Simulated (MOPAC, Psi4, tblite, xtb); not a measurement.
Dimer N2 ··· H3N (SMILES N#N and N) at R = 2.72 Å between the centres of mass, closest contact 2.41 Å (lowest of the rigid-body minima from ten starts at GFN2-xTB). Geometry in Å and degrees:

```
N
H 1 1.0136
H 1 1.0136 2 107.33
H 1 1.0136 2 107.33 3 -115.10
N 1 2.4084 2 105.29 4 -131.86
N 5 1.0909 1 111.51 2 125.88
```

- GFN2-xTB (tblite)
- SAPT0/jun-cc-pVDZ, frozen core (Psi4)
- PBE0/def2-TZVP, counterpoise-corrected (Psi4)
- PBE0-D3(BJ)/def2-TZVP, counterpoise-corrected (Psi4)
- PBE/def2-TZVP, counterpoise-corrected (Psi4)
- PBE-D3(BJ)/def2-TZVP, counterpoise-corrected (Psi4)
- HF/aug-cc-pVTZ, counterpoise-corrected (Psi4)
- MP2/aug-cc-pVTZ = DF-MP2/aug-cc-pVTZ, frozen core, counterpoise-corrected run with Psi4 1.11
- SCS-MP2/aug-cc-pVTZ = DF-SCS-MP2/aug-cc-pVTZ, frozen core, counterpoise-corrected (Psi4)
- MP2/aug-cc-pVDZ = DF-MP2/aug-cc-pVDZ, frozen core, counterpoise-corrected in Psi4 1.11
- CCSD/aug-cc-pVDZ = Psi4 with DF-CCSD/aug-cc-pVDZ, frozen core, counterpoise-corrected
- CCSD(T)/aug-cc-pVDZ = DF-CCSD(T)/aug-cc-pVDZ, frozen core, counterpoise-corrected in Psi4
- PM6, restricted, heats of formation (MOPAC)
- AM1, restricted, heats of formation (MOPAC)
- GFN1-xTB (xtb)

**Question.** What interaction energy does each level give?

**Answer.** 
```json
[
 {"method": "GFN2-xTB", "E_int / kcal/mol": "-1.45"},
 {"method": "GFN1-xTB", "E_int / kcal/mol": "0.79"},
 {"method": "PM6", "E_int / kcal/mol": "2.63"},
 {"method": "PBE-D3(BJ)/def2-TZVP", "E_int / kcal/mol": "5.73"},
 {"method": "PBE0-D3(BJ)/def2-TZVP", "E_int / kcal/mol": "6.35"},
 {"method": "PBE/def2-TZVP", "E_int / kcal/mol": "6.50"},
 {"method": "PBE0/def2-TZVP", "E_int / kcal/mol": "7.03"},
 {"method": "MP2/aug-cc-pVTZ", "E_int / kcal/mol": "7.57"},
 {"method": "SAPT0/jun-cc-pVDZ", "E_int / kcal/mol": "7.83"},
 {"method": "AM1", "E_int / kcal/mol": "8.38"},
 {"method": "MP2/aug-cc-pVDZ", "E_int / kcal/mol": "8.41"},
 {"method": "SCS-MP2/aug-cc-pVTZ", "E_int / kcal/mol": "8.43"},
 {"method": "CCSD(T)/aug-cc-pVDZ", "E_int / kcal/mol": "8.68"},
 {"method": "CCSD/aug-cc-pVDZ", "E_int / kcal/mol": "9.13"},
 {"method": "HF/aug-cc-pVTZ", "E_int / kcal/mol": "11.17"}
]
```
